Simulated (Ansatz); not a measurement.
HClGeS, SMILES `[SH][Ge][Cl]` (lower singlet; H–S–Ge–Cl torsion 180°) (charge 0, multiplicity 1). This singlet lies 2.28 eV below the relaxed triplet at the level frozen-core CCSD(T)/cc-pVTZ // B3LYP-D3(BJ)/def2-TZVP (Ansatz, an electronic-structure program).

Cartesian coordinates (Å):
SMILES: [SH][Ge][Cl]
```xyz
4

S     -0.7833    -0.2391     0.8591
Ge     0.4252     0.4845    -0.8999
Cl     2.1677    -0.8351    -0.5475
H     -1.8095     0.5897     0.5883
```
Charge 0, multiplicity 1.

Frozen-core energies in cc-pVDZ from Ansatz at a geometry from B3LYP-D3(BJ)/def2-TZVP; the HF reference has <S^2> = 0.00 and the T1 diagnostic is 0.014.

| level | energy (Ha) | difference from CCSDT(Q) (mHa) |
|---|---|---|
| HF | -2933.02537 | 409.00 |
| MP2 | -2933.38315 | 51.22 |
| CCSD | -2933.41973 | 14.65 |
| CCSD(T) | -2933.43225 | 2.12 |
| CCSDT | -2933.43328 | 1.10 |
| CCSDT(Q) | -2933.43437 | 0.00 |
